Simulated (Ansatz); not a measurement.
Job for Ansatz (a quantum-chemistry and plane-wave program): R-wB97X-V/def2-TZVPP on H2SSi (SMILES [SiH]S), a point of a torsion scan.

Ansatz 0.2 input:
```yaml
crystal:
  periodic: [false, false, false]
  atoms:
    - {symbol: Si, position_ang: [1.00389724, 0.62196644, -0.39315486]}
    - {symbol: S, position_ang: [-1.01988839, 0.51054191, 0.39316710]}
    - {symbol: H, position_ang: [1.50484640, -0.58770311, 0.30173804]}
    - {symbol: H, position_ang: [-0.95577383, -0.57556089, 1.15165674]}
basis:
  gaussian:
    orbitals: def2-TZVPP
hamiltonian:
  xc: {name: wB97X-V}
scf: {lower_state_search: off}
```

Program output:

```
WARN ansatz: RAYON_NUM_THREADS=1 ignored (pool sized by the plan → 1); use --threads N
Functional definition: wB97X-V
these checks for a lower state are left out or cut short: stability, starts, cluster_reference, orbital_swaps, neighbouring_geometries, increment
integrals: 0.05 GiB planned
700 factors; their error is unknown
integrals: 0.08 GiB planned
139 factors; integrals over basis functions are off by at most 2.6e-5 eV
mean field: 0.42 GiB planned
mean field evaluation 1: about -18741.8498 eV, gradient 1.2e1 eV
mean field evaluation 2: about -18742.2236 eV, gradient 7.9e0 eV
mean field evaluation 4: about -18742.3677 eV, gradient 3.3e-1 eV
mean field evaluation 8: about -18742.3811 eV, gradient 1.0e-1 eV
mean field evaluation 16: about -18742.3811 eV, gradient 8.8e-6 eV
mean field -18742.38108481 eV, -688.7698008245 hartree, gradient 8.8e-6 eV, S^2 0.000000; 0 other end points of the search recorded, 0 dependent functions left out
reference -18742.38108330 eV, -688.7698007693 hartree; 16, 16 occupied and 96, 96 virtual orbitals, 700 factors
Total energy: -18742.38108330 eV, -688.7698007693 hartree
Checks for a lower state left out: stability, starts, cluster_reference, orbital_swaps, neighbouring_geometries, increment
```

Self-consistency was reached.

Cost: around 4 core-seconds (rough).
